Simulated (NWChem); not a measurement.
# Si₂H₅F; SMILES F[SiH2][SiH3]

```xyz
8

Si    -0.1967    -1.5014    -0.0028
Si     0.5068     0.7426    -0.0059
F     -0.8162     1.7225     0.0136
H      1.0227    -2.3864    -0.0222
H     -1.0330    -1.7954    -1.2181
H     -0.9992    -1.8027     1.2334
H      1.3388     1.0509     1.2094
H      1.3074     1.0573    -1.2406
```
Atoms are numbered in this order, from 1.

Program: NWChem. Pople sets run with spherical d functions. The geometry was optimised at PBE-D3(BJ)/def2-SVP. Level: M05-2X/6-31G* with SMD (1 M gas to 1 M solution), gas-phase geometry. Reactions with the solvent are ignored.

Task: Among these, which solvent gives the highest value of “solvation free energy (kcal/mol)”?
(A) acetone
(B) n-hexane
(C) water
(D) 1-propanol

Result: C, water. Values: 1-propanol -1.6; acetone -1.5; n-hexane -1.0; water 1.8
